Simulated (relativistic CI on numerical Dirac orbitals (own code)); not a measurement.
**Zn³⁺: L-alpha,beta X-ray emission**

Computed with this model: Dirac-Coulomb-Breit CI, separate exchange-only KLI orbitals for each configuration, model QED (radiative potential, 1s self-energy scaled to tabulated hydrogen-like ionisation energies), valence Slater integrals scaled by 0.9, multiplet model of X-ray emission after core ionisation; configurations [Ar] 3d9 → [He] 2s2 2p5 3s2 3p6 3d9 → [Ar] 3d8; 300 K; Lorentzian 0.42 eV and Gaussian 0.5 eV FWHM. Energies are those of the free ion, without screening or charge transfer. S is read from ⟨S²⟩ = S(S + 1).

Field parameters in Wybourne normalisation: D3d B²₀ = −7Dσ, B⁴₀ = −14Dq − 21Dτ, B⁴₃ = −14√(10/7) Dq. The field is a parameter set, without covalency.

Peaks in eV (height, largest 100): 1013.8 (22), 1016.5 (100), 1018.4 (61), 1019.8 (26), 1021.6 (10), 1037.4 (19), 1039.1 (58), 1040.6 (29), 1040.9 (29), 1042.1 (29), 1043.8 (13).

(1) Which surroundings give this spectrum?
A. D3d, 10Dq = 14100, Dσ = -240, Dτ = 10 cm⁻¹
B. free ion
C. D3d, 10Dq = 14100, Dσ = -1200, Dτ = 10 cm⁻¹

## Answers

(1) C. D3d, 10Dq = 14100, Dσ = -1200, Dτ = 10 cm⁻¹, where the ground state has S = 0.50.
